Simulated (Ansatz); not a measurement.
Total energies of CH₈InNSiTe, SMILES `[CH3][In]([NH2])[SiH2][TeH]`.

Z-matrix (Å, degrees):
```
C
In 1 2.148
H 1 1.091 2 110.0
H 1 1.090 2 110.1 3 -120.2
H 1 1.091 2 110.3 3 119.3
N 2 2.014 1 116.3 3 117.7
Si 2 2.565 1 132.8 3 -65.4
H 6 1.007 2 122.4 1 -171.5
H 6 1.007 2 124.5 1 -9.0
Te 7 2.511 2 109.8 1 -168.1
H 7 1.491 2 112.1 1 77.3
H 7 1.491 2 114.0 1 -43.6
H 10 1.658 7 92.3 2 37.2
```

Charge 0, multiplicity 1. Correlated methods include outer-core shells of In, Te, which these sets cover unevenly. In, Te takes the def2 core potential. The geometry is a stationary point of PBE0-D4/def2-TZVP. It is one conformer, not always the lowest. Basis def2-TZVPP, the Gaussian-basis code of Ansatz.

RPA on PBE orbitals: Hartree–Fock energy of these orbitals -842.12107 Eh, correlation -1.91565 Eh (frozen core).

```json
{"functional": "LDA (SPW92)", "energy without D4 (Eh)": "-842.67558", "D4 term (kJ/mol)": "–"}
{"functional": "HSE06 (plane-wave form)", "energy without D4 (Eh)": "-845.16187", "D4 term (kJ/mol)": "-27.3"}
```

Task: Give the same for PBE, revPBE, BLYP, r2SCAN, B97M-V, PBE0, B3LYP, r2SCANh, r2SCAN0, BHLYP, CAM-B3LYP, LC-ωPBE, ωB97X-V, ωB97M-V, B2PLYP, PBE-QIDH. (An estimate is asked.)

Result: Computed: 
```
functional  energy without D4 (Eh)  D4 term (kJ/mol)
       PBE              -845.11852             -32.7
    revPBE              -845.40914             -76.7
      BLYP              -845.25048             -67.4
    r2SCAN              -845.49716              -8.1
    B97M-V              -845.31156                 –
      PBE0              -845.17742             -28.5
     B3LYP              -845.58820             -53.1
   r2SCANh              -845.46582              -8.9
   r2SCAN0              -845.42053              -9.9
     BHLYP              -845.20105             -50.0
 CAM-B3LYP              -845.33030             -30.1
   LC-ωPBE              -845.32118                 –
   ωB97X-V              -845.29343                 –
   ωB97M-V              -845.24347                 –
    B2PLYP              -844.80494                 –
  PBE-QIDH              -844.71281                 –
```

B3LYP takes the VWN-RPA correlation (the form of Gaussian; ORCA's B3LYP/G). HSE06 is the plane-wave form, built on full-range PBE exchange. The double hybrids freeze the cores in their second-order part.

LC-ωPBE has ω = 0.4 bohr⁻¹.
